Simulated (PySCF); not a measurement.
# A thermochemical cycle for GeAs

PBE in PySCF with def2-TZVPPD on every atom, for the lowest determinant that a PBE0 search found; no spin–orbit coupling. GeAs, a doublet (π ↑), has De = 3.43 eV to neutral atoms, and GeAs⁺, a triplet (π ↑↑), has De = 3.05 eV to Ge⁺ + As.

The adiabatic ionisation energy of GeAs, between the minima, is 8.27 eV.

Q: Which ionisation energy of the Ge atom does this level give?

A: IE(Ge) = IE(molecule) + De(ion) − De(neutral) = 8.27 + 3.05 − 3.43 = 7.89 eV; the measured value is 7.899 eV (NIST ASD).

Spin–orbit coupling is left out. For an ion De counts to the pair picked by the measured ionisation energies or electron affinities, which need not be the lowest pair at this level. States were picked by a PBE0 search and need not be the measured ground states.
